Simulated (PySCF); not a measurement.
```xyz
4
charge 0 multiplicity 3, angstrom
Pd    0.2059    0.0000   -0.4813
S    -0.6748    0.0000    1.5698
H     1.8001    0.0000   -0.4492
H    -1.9877    0.0000    1.2504
```

Method: PySCF, UPBE0, basis Pd def2-TZVP with ECP28, S def2-TZVP, H def2-TZVP (scalar-relativistic core potentials, no spin–orbit coupling, density fitting).

This geometry of H₂PdS is a stationary point at this level.

Q: What is the point group?

A: Cs.

Q: Is it a minimum?

A: Yes: all harmonic wavenumbers are real.

Q: List the harmonic modes with their infrared intensities.

A: 
| symmetry | ω (cm⁻¹) | IR (km/mol) |
| --- | --- | --- |
| a'' | 324 | 3.6 |
| a' | 341 | 1.6 |
| a' | 365 | 18.4 |
| a' | 537 | 15.8 |
| a' | 1823 | 45.1 |
| a' | 2650 | 1.7 |

Q: What are the dipole moment and the gap between the highest occupied and lowest empty levels of either spin?

A: 2.41 D and 1.92 eV.

Only a few start shapes were tried, so a lower isomer may exist. Other spin states or occupations of the open shell can lie lower. At this level a singlet minimum of Cs symmetry lies 132 kJ/mol below this structure.
